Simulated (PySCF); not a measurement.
## Worked example: oscillator strength and radiative lifetime

Al(F)(H)(iPr) (C₃H₈AlF), SMILES [F][AlH][CH](C)C.

Geometry: B3LYP-D3(BJ)/def2-SVP. The structure was generated by enumeration; whether it is a known compound was not checked. One conformer was computed; it need not be the lowest.

TDDFT-PBE/def2-SVPD in PySCF puts the first singlet state with f over 0.02 at 5.71 eV (vertical), with the transition dipole (0.021, -0.463, -0.048) in atomic units.

Q: Find the oscillator strength, the wavelength and the radiative lifetime that this transition would have in vacuum if emission retraced absorption.

A: 
|μ|² = 0.2171 au, so |μ| = 1.18 D. ΔE = 5.71/27.211 = 0.2098 hartree. f = (2/3) ΔE |μ|² = 0.030 (the program prints 0.030).
λ = 1239.84/5.71 = 217 nm; ν = 46054 cm⁻¹.
Einstein's coefficient A = 0.6670 ν² f s⁻¹ (ν in cm⁻¹) = 4.3e7 s⁻¹, so τ = 1/A = 23 ns. This state is S2; the lower singlet has f = 0.000. The figure is the radiative limit of this one transition; relaxation, internal conversion, crossing to triplets and a medium change what is measured.
